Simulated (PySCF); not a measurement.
CH2NO, SMILES N=C=[OH+], charge +1. Heavy atoms are numbered as in [NH:1]=[C:2]=[OH+:3]. Hydrogens are named by the atom that carries them.

The structure is a stationary point at B3LYP-D3(BJ)/def2-TZVP. The isomer is the one that the SMILES or the coordinates give; other isomers of the formula were not compared.

Method: PBE/pcSseg-2 in PySCF.

GIAO shieldings, no solvent; atoms alike by connectivity are averaged. δ = σ(ref) − σ: ¹⁵N against NH3 (σ = 262.8 ppm); ¹³C against TMS (σ = 181.4 ppm); ¹⁷O against H2O (σ = 327.5 ppm); ¹H against TMS (σ = 31.47 ppm), references at their B3LYP-D3(BJ)/def2-TZVP geometries, non-relativistic.

| atoms | nucleus | count | δ (ppm) |
|---|---|---|---|
| N1 (NH) | ¹⁵N | 1 | ___ |
| C2 | ¹³C | 1 | ___ |
| O3 (OH) | ¹⁷O | 1 | 50.0 |
| H on O3 | ¹H | 1 | 7.25 |
| H on N1 | ¹H | 1 | 5.91 |

Task: What belongs in the gaps? (Estimate from the structure and the level; the computed values follow.)

Result: 
- C2, δ (ppm): 101.0
- N1 (NH), δ (ppm): 90.7
